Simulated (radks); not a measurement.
The numbers below are computed, except where a source is named.
Excited configurations of Rb I: one electron is placed in a higher orbital outside [Kr]. The ground configuration is [Kr] 5s1. Code: a radial shooting solver on a logarithmic mesh with Libxc functionals. Model: Dirac Kohn-Sham, LDA (Slater exchange, Perdew-Wang correlation), spin-unpolarised, spherical densities, finite nucleus; open shells fill j = l - 1/2 first; Fermi nuclear charge, rms radius 4.2036 fm. Excitation = E - E(ground); binding = E(ion) - E, where the ion is the core of charge +1; n* = 1/sqrt(2 binding) in atomic units, and the quantum defect is n - n*.

outer orbital  excitation (eV)  binding (eV)     n*  quantum defect  eigenvalue (eV)
4d3/2                    2.310         1.964  2.632           1.368           -0.632
4f5/2                    3.365         0.909  3.868           0.132           -0.441
5p1/2                    1.593         2.682  2.253           2.747           -1.378
5d3/2                    2.998         1.276  3.265           1.735           -0.667
5f5/2                    3.649         0.625  4.665           0.335           -0.369
6s1/2                    2.402         1.872  2.696           3.304           -1.128
7s1/2                    3.211         1.063  3.578           3.422           -0.676
7d3/2                    3.715         0.559  4.935           2.065           -0.359

The Delta-SCF ionisation energy is 4.274 eV (NIST Atomic Spectra Database: 4.177 eV, measured). Self-interaction in the functional shifts the binding energies and quantum defects, so they are the method's values and not measured ones. Spin polarisation and multiplet splitting are left out, so open shells lie too high by an amount that depends on their filling.

Beside tabulated values, note that spin-unpolarised runs miss the spin-polarisation part of the exchange energy of open shells.
